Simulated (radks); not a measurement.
Values are calculated unless marked as measured or tabulated.
Removal energies from the thulium ion Tm+, [Xe] 4f(5/2: 6, 7/2: 7) 6s1, by Delta-SCF beside the eigenvalue of the level emptied. Code: a radial shooting solver on a logarithmic mesh with Libxc functionals. Model: Dirac Kohn-Sham, PBE, spin-unpolarised, spherical densities, finite nucleus; Fermi nuclear charge, rms radius of each element as measured or else 0.836 A^(1/3) + 0.57 fm. Sub-shells are occupied by j as written (lower j first in brackets).

removed from,final configuration,Delta-SCF (eV),-eigenvalue (eV)
6s1/2,"[Xe] 4f(5/2: 6, 7/2: 7)",12.098,9.164
4f7/2,"[Xe] 4f(5/2: 6, 7/2: 6) 6s1",17.272,9.183
4f5/2,"[Xe] 4f(5/2: 5, 7/2: 7) 6s1",18.542,10.379
5p3/2,"[Kr] 4d10 4f(5/2: 6, 7/2: 7) 5s2 5p(1/2: 2, 3/2: 3) 6s1",38.143,31.978
